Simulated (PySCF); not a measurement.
## SiO₂ + 2 HCl → SiOCl₂ + H₂O

Level: PBE0 in the def2-TZVP basis family, all electrons, no relativity, computed in PySCF with density fitting; open shells unrestricted.

| species | state and structure | ZPE (kJ/mol) | H(298 K) − H(0) (kJ/mol) | S° (J/(mol K)) |
| --- | --- | --- | --- | --- |
| SiO₂ | singlet, D∞h, Si–O 1.506 Å (×2) | 18.5 | 11.0 | 231.3 |
| HCl | singlet, C∞v, H–Cl 1.279 Å | 17.9 | 8.7 | 186.6 |
| SiOCl₂ | singlet, C2v, Si–Cl 2.006 Å (×2), Si–O 1.506 Å; Cl–Si–Cl 108.6°, Cl–Si–O 125.7° (×2) | 19.2 | 14.7 | 301.3 |
| H₂O | singlet, C2v, O–H 0.960 Å (×2); H–O–H 105.1° | 56.5 | 9.9 | 188.7 |

Task: Is the gas-phase reaction uphill or downhill in electronic energy at this level, and by how much?

Result: At PBE0/def2-TZVP, ΔE = -264.8 kJ/mol, downhill. 

Task: Add zero-point, thermal and entropy terms for 298.15 K and 1 bar.

Result: ΔZPE = 21.4 and Δ[H(298) − H(0)] = -3.8 kJ/mol give ΔH° = -247.2 kJ/mol. ΔS° = -114.5 J/(mol K), so ΔG° = -247.2 − 298.15 × (-0.1145) = -213 kJ/mol. ΔG° would change sign near 2160 K if ΔH° and ΔS° stayed fixed.

The structures come from searches over a few start shapes, so lower isomers are not excluded.
